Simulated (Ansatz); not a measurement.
Worked example: the enthalpy of formation of I2 (iodine)

I2: 2 atoms, total charge 0, spin state singlet. As SMILES, `II`. The shape is that of a PBE0-D4/def2-TZVP optimisation.

```xyz
2

I     0.0000    0.0000    0.0047
I     0.0000    0.0000    2.6604
```

Total energies at BHLYP/def2-TZVPP (core potential) (Ansatz 0.2.0); the atoms run unrestricted:

```tsv
species	state	energy (Eh)
I2	singlet	-595.336204
I	doublet	-297.638224
```

Harmonic wavenumbers at PBE0-D4/def2-TZVP, in cm⁻¹: 226.

Measured heats of formation of the gaseous atoms at 298.15 K, in kJ/mol: I 106.8. Spin-orbit lowering of the atoms at 298 K (mean of the ground term's levels less their thermal mean, from spectra), in kJ/mol: I 30.32. Take 1 Eh = 2625.50 kJ/mol, 1 cm⁻¹ = 0.0119627 kJ/mol, RT = 2.479 kJ/mol.

**Question.** What heat of formation follows?

**Answer.** 
1. Electronic atomisation energy: 2 × (-297.638224) − (-595.336204) = 0.059756 Eh = 156.9 kJ/mol.
2. Zero-point energy: half the sum of the wavenumbers, 113 cm⁻¹ = 1.4 kJ/mol.
3. Thermal vibrational enthalpy, Σ hcν̃/(exp(hcν̃/kT) − 1): 1.4 kJ/mol. Translation, rotation and pV of a linear molecule: 3.5 RT = 8.7 kJ/mol.
4. The 2 free atoms carry 5/2 RT each: 12.4 kJ/mol.
5. Spin-orbit coupling lowers the free atoms by 2 × 30.32 = 60.6 kJ/mol.
6. Atomisation enthalpy at 298 K: 156.9 − 60.6 − 1.4 − 1.4 − 8.7 + 12.4 = 97.2 kJ/mol.
7. Sum of the atoms' heats of formation: 213.6 kJ/mol. Heat of formation: 213.6 − 97.2 = +116.4 kJ/mol.

The tabulated value is +62.4 kJ/mol (Active Thermochemical Tables), so this level is off by +54.0 kJ/mol, or 35.7 % of the atomisation enthalpy that the table implies (151.1 kJ/mol). Hybrids with much exact exchange underbind. Anharmonicity and any spin-orbit splitting of the molecule are left out.
